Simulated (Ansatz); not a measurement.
System: sum formula H3BO2Br, charge 1, multiplicity 1. It need not be the lowest isomer of its formula. 
Structure (B3LYP-D3(BJ)/def2-TZVP (Ansatz, a program for electronic structure) minimum search):
```
B
O 1 1.3140
H 2 0.9666 1 120.05
O 1 1.4890 2 109.45 3 180.00
H 4 0.9734 1 123.10 2 -180.00
H 4 0.9765 5 115.68 1 -180.00
Br 1 1.8707 2 135.04 3 0.00
```
Charge +1, spin multiplicity 1.

Total electronic energies in hartree. Valence correlation only, unless marked. Spin-orbit coupling is left out. Frozen are the shells of the preceding noble gas and the d and f shells that filled before the atom's block. No relativistic terms. Basis-set limits of correlation are two-point, X^-3; Hartree-Fock from the larger set (for Q and 5 zeta extrapolated as (X+1)exp(-9√X)).

```tsv
level	program	energy (Eh)
revPBE-D4/def2-TZVPD	Ansatz + dftd4	…
PBE0/6-31G*	Ansatz	-2750.28277
PBE0/def2-QZVPP	Ansatz	-2750.74061
r2SCANh-D4/def2-TZVPD	Ansatz + dftd4	-2751.05463
LC-wPBE-D4/def2-TZVPD	Ansatz + dftd4	…
MP2/6-31G*	Ansatz	-2748.65139
MP2/cc-pVQZ	Ansatz	-2749.36137
CCSD/CBS(cc-pVTZ,cc-pVQZ)	Ansatz	-2749.4177
CCSD(T)/CBS(cc-pVQZ,cc-pV5Z)	Ansatz	-2749.4551
```

**Question.** Some entries are withheld; supply them.

**Answer.** 
- revPBE-D4/def2-TZVPD, energy (Eh): -2750.90051
- LC-wPBE-D4/def2-TZVPD, energy (Eh): -2750.70860
